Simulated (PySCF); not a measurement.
An equivalent PySCF input for Kr⁺ (krypton, charge +1), [Ar] 3d10 4s2 4p5, 2P determinant, with the non-relativistic Hamiltonian (point nucleus):

```python
from pyscf import gto, scf, dft, mp, cc
import basis_set_exchange as bse
mol = gto.M(atom="Kr 0 0 0", charge=1, spin=1, symmetry="D2h",
            basis=gto.basis.parse(bse.get_basis("6-31G*", elements=["Kr"], fmt="nwchem", header=False)))
mf = dft.UKS(mol, xc="B88,P86")
mf.irrep_nelec = {'Ag': (6, 6), 'B1g': (1, 1), 'B2g': (1, 1), 'B3g': (1, 1), 'B1u': (3, 3), 'B2u': (3, 3), 'B3u': (3, 2)}
mf.kernel()
```

It reaches the same state as the run whose output follows, with an energy that differs only through the grid. The run itself started from symmetry-adapted Hartree-Fock orbitals and held the occupation by maximum overlap, on a logarithmic radial grid, so the iterations belong to that start.

```
SCF conv_tol = 1e-09
number electrons alpha = 18  beta = 17
XC functionals = B88,P86
    A. D. Becke.,  Phys. Rev. A 38, 3098 (1988)
    J. P. Perdew.,  Phys. Rev. B 33, 8822 (1986)
cycle= 1 E= -2753.19692718238  delta_E= -0.00633  |g|= 0.0598  |ddm|= 0.127
cycle= 2 E= -2753.19712711161  delta_E= -0.0002  |g|= 0.0391  |ddm|= 0.0156
cycle= 3 E= -2753.19726628194  delta_E= -0.000139  |g|= 0.0017  |ddm|= 0.00987
cycle= 4 E= -2753.19726742298  delta_E= -1.14e-06  |g|= 0.000108  |ddm|= 0.00297
cycle= 5 E= -2753.19726742737  delta_E= -4.39e-09  |g|= 4.36e-06  |ddm|= 0.000169
cycle= 6 E= -2753.19726742739  delta_E= -1.32e-11  |g|= 2.23e-07  |ddm|= 1.08e-05
converged SCF energy = -2753.19726742739  <S^2> = 0.75106169  2S+1 = 2.0010614
```
